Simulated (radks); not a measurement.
Results of a calculation; reference values are marked as such.
Problem. Er, 68 electrons, occupied as [Xe] 4f12 6s2 (the NIST ground configuration). Code: a radial shooting solver on a logarithmic mesh with Libxc functionals. Model: scalar-relativistic Kohn-Sham, SOGGA, spin-unpolarised, spherical densities, finite nucleus; Fermi nuclear charge, rms radius 5.2516 fm. Some entries of the table are withheld. Estimate them.

orbital,occ.,eigenvalue (Ry),<r^2> (bohr^2),<r> (bohr)
1s,2,-4214.341,0.0005683,0.02038
2s,2,-708.0378,0.008840,0.08649
2p,6,-626.4067,0.007189,0.07673
3s,2,-158.6223,0.05808,0.2254
3p,6,-133.7820,0.05845,0.2246
3d,10,-102.6452,(1),(2)
4s,2,-31.26507,0.2917,(3)
4p,6,-23.09276,(4),0.5392
4d,10,-12.13936,0.3960,0.5839
5s,2,-3.80846,1.771,1.253
5p,6,-1.93678,2.558,1.496
6s,2,-0.27652,18.43,4.018
4f,12,-0.22791,(5),0.8327

Solution. 
(1) 3d <r^2> (bohr^2): 0.04875
(2) 3d <r> (bohr): 0.2038
(3) 4s <r> (bohr): 0.5083
(4) 4p <r^2> (bohr^2): 0.3309
(5) 4f <r^2> (bohr^2): 0.9780
